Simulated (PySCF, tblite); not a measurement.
Species: C6H10F2OSi.
Z-matrix (Å and degrees, GFN2-xTB geometry), rows numbered from 1:
```
C 
Si  1  1.9079
C   2  1.9037  1  107.65
C   2  1.9043  1  103.14  3  -116.58
C   4  1.3379  2  124.11  1  -173.00
C   5  1.4470  4  119.56  2     0.26
O   6  1.2114  5  125.02  4    -1.39
C   6  1.5439  5  115.20  4   178.75
F   8  1.3556  6  109.95  5    59.70
F   8  1.3548  6  110.28  5   -57.25
H   1  1.0859  2  111.84  3   179.51
H   1  1.0864  2  112.00  3    58.82
H   1  1.0849  2  110.83  3   -60.89
H   2  1.4647  1  108.48  3   125.52
H   3  1.0835  2  111.64  1   173.23
H   3  1.0871  2  111.41  1   -65.96
H   3  1.0857  2  110.04  1    53.49
H   4  1.0817  2  118.24  1     6.90
H   5  1.0819  4  123.47  2   179.97
H   8  1.0995  6  112.64  5  -178.91
```

Theory: PBE0/pcSseg-1 in PySCF (dipole) on a GFN2-xTB geometry, gas phase.

Masses are those of the commonest isotopes; rigid-rotor values at the optimised geometry. The values belong to one conformer with, in the numbering `[CH3:1][SiH:2]([CH3:3])/[CH:4]=[CH:5]\[C:6](=[O:7])[CH:8]([F:9])[F:10]`, C1–Si2–C4–C5 -173°, C4–C5–C6–O7 -1°, C5–C6–C8–F9 60°.

(1) Give the principal moments of inertia and the rotational constants in cm⁻¹.

(2) Classify the top.

(3) What does the inertial defect say?

(4) Give the coordinates in the principal-axis frame, origin at the centre of mass.

(5) Where do the levels up to J = 4 lie, in MHz?

(6) Which lines would a microwave search look for?

(7) Estimate the classical rotational partition function at 50 K, 200 K and 500 K.

Results:

(1) Ia = 196.23, Ib = 964.68, Ic = 1027.38 u·Å²; 505379 MHz·u·Å²/I gives 2575, 523.9 and 491.9 MHz, that is A = 0.08591, B = 0.01747, C = 0.01641 cm⁻¹.

(2) A near-prolate asymmetric top; Ray's κ = -0.969.

(3) Not planar: Δ = Ic − Ia − Ib = -133.54 u·Å². For a rigid frame Δ = −2 Σ m c², so Σ m c² = 66.77 u·Å² lies off the ab plane: 10.78 from hydrogen and 55.99 from heavier atoms. The atom farthest from that plane is 1.75 Å away.

(4) The sense of each axis is arbitrary; atoms in the order of the calculation.
```tsv
atom	mass (u)	a (Å)	b (Å)	c (Å)
C1	12.000	-3.824	-0.932	-0.001
Si2	27.977	-2.180	-0.016	0.309
C3	12.000	-2.318	1.705	-0.493
C4	12.000	-0.908	-1.080	-0.626
C5	12.000	0.415	-0.888	-0.574
C6	12.000	0.949	0.183	0.239
O7	15.995	0.284	0.966	0.882
C8	12.000	2.488	0.296	0.250
F9	18.998	2.946	0.504	-1.009
F10	18.998	3.041	-0.868	0.669
H11	1.008	-3.817	-1.932	0.424
H12	1.008	-4.042	-1.031	-1.061
H13	1.008	-4.655	-0.398	0.449
H14	1.008	-1.912	-0.018	1.749
H15	1.008	-1.462	2.326	-0.255
H16	1.008	-2.390	1.633	-1.575
H17	1.008	-3.208	2.212	-0.134
H18	1.008	-1.273	-1.894	-1.239
H19	1.008	1.129	-1.499	-1.110
H20	1.008	2.849	1.110	0.895
```

(5) Above 0(0,0):
J = 1: 1(0,1) 1016, 1(1,1) 3067, 1(1,0) 3099
J = 2: 2(0,2) 3047, 2(1,2) 5067, 2(1,1) 5163, 2(2,1) 11317, 2(2,0) 11318
J = 3: 3(0,3) 6093, 3(1,3) 8066, 3(1,2) 8258, 3(2,2) 14365, 3(2,1) 14367, 3(3,1) 24702, 3(3,0) 24702
J = 4: 4(0,4) 10152, 4(1,4) 12065, 4(1,3) 12384, 4(2,3) 18428, 4(2,2) 18433, 4(3,2) 28766, 4(3,1) 28766, 4(4,1) 43238, 4(4,0) 43238
Those of J = 1 are B + C, A + C and A + B.

(6) The dipole components are |μa| = 0.72 D, |μb| = 0.46 D, |μc| = 0.75 D. The squared components, which scale the intensities, stand as 0.94 : 0.37 : 1.00 (a : b : c). Some lines, for components of 0.1 D or more:

```json
{"type": "a", "branch": "R", "J(Ka,Kc)": "1(0,1) ← 0(0,0)", "MHz": "1016", "lower level (cm⁻¹)": "0.000"}
{"type": "a", "branch": "R", "J(Ka,Kc)": "2(1,2) ← 1(1,1)", "MHz": "2000", "lower level (cm⁻¹)": "0.102"}
{"type": "c", "branch": "Q", "J(Ka,Kc)": "2(1,2) ← 2(0,2)", "MHz": "2020", "lower level (cm⁻¹)": "0.102"}
{"type": "a", "branch": "R", "J(Ka,Kc)": "2(0,2) ← 1(0,1)", "MHz": "2031", "lower level (cm⁻¹)": "0.034"}
{"type": "b", "branch": "Q", "J(Ka,Kc)": "1(1,0) ← 1(0,1)", "MHz": "2083", "lower level (cm⁻¹)": "0.034"}
{"type": "c", "branch": "R", "J(Ka,Kc)": "2(1,1) ← 1(0,1)", "MHz": "4147", "lower level (cm⁻¹)": "0.034"}
{"type": "c", "branch": "Q", "J(Ka,Kc)": "2(2,1) ← 2(1,1)", "MHz": "6155", "lower level (cm⁻¹)": "0.172"}
{"type": "b", "branch": "Q", "J(Ka,Kc)": "2(2,1) ← 2(1,2)", "MHz": "6250", "lower level (cm⁻¹)": "0.169"}
{"type": "b", "branch": "R", "J(Ka,Kc)": "2(2,1) ← 1(1,0)", "MHz": "8218", "lower level (cm⁻¹)": "0.103"}
{"type": "c", "branch": "R", "J(Ka,Kc)": "2(2,1) ← 1(1,1)", "MHz": "8250", "lower level (cm⁻¹)": "0.102"}
{"type": "b", "branch": "R", "J(Ka,Kc)": "2(2,0) ← 1(1,1)", "MHz": "8250", "lower level (cm⁻¹)": "0.102"}
```

(7) Point group C1, symmetry number σ = 1; q = (√π/σ)·√((kT/h)³/(ABC)), k/h = 20836.6 MHz/K: 73200 at 50 K, 585000 at 200 K, 2310000 at 500 K.

Its GFN2-xTB frequencies are all real (lowest 28 cm⁻¹). Zero-point vibration and centrifugal distortion are left out. A rigid rotor knows nothing of internal rotation, which can split or shift real lines.
